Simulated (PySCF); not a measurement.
CF₃O₂S, SMILES O=[S](=O)C(F)(F)F (connectivity only; charge and spin as stated), charge -1, multiplicity 1. Atoms are numbered in the order given.

```xyz
7

O      1.4963    -0.2811     1.2735
S      1.0774     0.4394     0.0000
O      1.4963    -0.2811    -1.2735
C     -0.8381    -0.0012     0.0000
F     -1.0838    -1.3229     0.0000
F     -1.4665     0.5211    -1.0860
F     -1.4665     0.5211     1.0860
```
Charge -1, spin multiplicity 1.

Coordinates come from a B3LYP-D3(BJ)/def2-SVPD optimisation. The spin state was assumed, not searched. The isomer is the one that the SMILES or the coordinates give; other isomers of the formula were not compared.

All values below come from HF/def2-SVPD (PySCF).

Isolated molecule, no solvent.

Q: Estimate the frontier levels, gap, dipole moment and polarisability. (An estimate is asked for; the answer gives what the named calculation found.)

A: 
| Property | Result |
|---|---|
| highest occupied level | -5.23 eV |
| lowest empty level | 5.82 eV |
| orbital gap | 11.05 eV |
| dipole moment about the centre of nuclear charge | 4.60 D |
| mean static polarisability | 47.1 bohr³ (6.98 Å³) |
| polarisability, principal values | 41.3, 48.2, 51.9 bohr³ |
